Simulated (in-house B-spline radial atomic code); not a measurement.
# RPA and G0W0 on PBE: In38+

Configuration [Ne] 3s1, highest spin, mean-field start PBE. Computed with a B-spline radial code for spherical atoms: all electrons, non-relativistic, point nucleus, each spin shell either full or empty, empty states to l = 9 with an (l + 1/2)⁻⁴ tail; G0W0 by contour deformation at full frequency.

Without relativity these are model numbers: it shifts the levels of so heavy an element strongly and can reorder them.

Command:
```bash
python run_gw.py task.json out
```
Settings (radii: box in bohr, nucleus in fm):
```
Z                        49
electrons                11
configuration            [Ne] 3s1
hamiltonian              nr
method                   pbe,pbe
lmax                     9
spin_polarised           True
box_radius               2.56
intervals                46
ion_configuration        [He] 2s2 2p6
```

Run time, properties included: 2.2 s on 1 thread of Arm Neoverse N1, with other jobs on the host.

Energies (hartree):

| term | value |
| --- | --- |
| mean-field total | -4481.34199 |
| Hartree-Fock functional on these orbitals | -4481.54713 |
| direct second order | -0.80403 |
| second-order exchange | 0.34898 |
| SOSEX correction | 0.32644 |

**Question.** What is the RPA correlation energy, and what remains with SOSEX?

**Answer.** RPA gives -0.76744 hartree (-1.9 eV per electron); RPA + SOSEX gives -0.441, and the second-order doubles -0.45505 hartree (no singles). SOSEX takes back 43 % of the RPA value.

Quasi-particle levels (eV):

```csv
level,occupied,mean field,Σx - vxc,Σc,QP weight,G0W0
3s up,yes,-2523.06,-27.46,?,?,?
2p down,yes,-5903.21,-102.74,3.17,0.995,-6002.78
2p up,yes,-5905.79,-103.69,3.51,0.991,-6005.97
2s down,yes,-6129.56,-123.85,2.52,0.991,-6250.89
3s down,no,-2507.73,35.26,-6.69,0.965,-2479.15
```

G0W0 = mean field + (Σx - vxc) + Σc, with Σc (partial-wave tail included) taken at the quasi-particle energy. Only the outer levels were computed.

**Question.** Where does G0W0 put 3s up?

**Answer.** At -2555.23 eV, with Σc = -4.70 eV and a quasi-particle weight of 0.982. The tabulated removal energy is 2628.77 ± 0.08 eV (NIST, semi-empirical); the calculation leaves out relativity, Breit and QED terms, and what these don't explain is the method's own error.

**Question.** What does it cost to remove one electron (to [He] 2s2 2p6) by differences of total energies, each species on its own start (correlation terms add to the Hartree-Fock functional)?

**Answer.** PBE 2555.40 eV, Hartree-Fock functional 2550.34 eV, + RPA 2553.75 eV, + RPA + SOSEX 2551.01 eV, + second order 2551.10 eV. Tabulated: 2628.77 ± 0.08 eV (NIST, semi-empirical); the calculation leaves out relativity, Breit and QED terms, and what these don't explain is the method's own error.
